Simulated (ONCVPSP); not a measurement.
# An odd input for ONCVPSP 4.0.1 (Mn)

Command:

```bash
oncvpsp.x < Mn.dat > Mn.out
```

Input:

```
# ATOM AND REFERENCE CONFIGURATION
# atsym  z   nc   nv     iexc    psfile
  Mn 25.00    3    4        4      upf
#
#   n    l    f
    1    0    2.00
    2    0    2.00
    2    1    6.00
    3    0    2.00
    3    1    6.00
    3    2    5.00
    4    0    3.50
#
# PSEUDOPOTENTIAL AND OPTIMIZATION
# lmax
    2
#
#   l,   rc,      ep,       ncon, nbas, qcut
    0    1.35    0.00    4    9    9.20
    1    1.00    0.00    4    7    6.80
    2    1.30    0.00    4    9   11.60
#
# LOCAL POTENTIAL
# lloc, lpopt,  rc(5),   dvloc0
    4    5    0.65    2.00
#
# VANDERBILT-KLEINMAN-BYLANDER PROJECTORs
# l, nproj, debl
    0    2    1.40
    1    1    2.70
    2    1    1.50
#
# MODEL CORE CHARGE
# icmod, fcfact, rcfact
    0    0.00    0.00
#
# LOG DERIVATIVE ANALYSIS
# epsh1, epsh2, depsh
   -5.00    5.00    0.04
#
# OUTPUT GRID
# rlmax, drl
    6.00    0.01
#
# TEST CONFIGURATIONS
# ncnf
    4
# nvcnf
#   n    l    f
    4
    3    0    2.00
    3    1    6.00
    3    2    5.00
    4    0    1.00
#
    4
    3    0    2.00
    3    1    6.00
    3    2    5.00
    4    0    0.00
#
    4
    3    0    2.00
    3    1    6.00
    3    2    4.00
    4    0    0.00
#
    4
    3    0    1.00
    3    1    6.00
    3    2    5.00
    4    0    2.00
#
```

This is an input that runs to its end, with one change: occupation of the last valence shell set to 3.50.

How does the run end?

The program refuses the input: "test_data: reference configuration is negative ion".

```
ONCVPSP  (Optimized Norm-Conservinng Vanderbilt PSeudopotential)
scalar-relativistic version 4.0.1

test_data: reference configuration is negative ion
ERROR: test_data found   1 ERROR; stopping
```
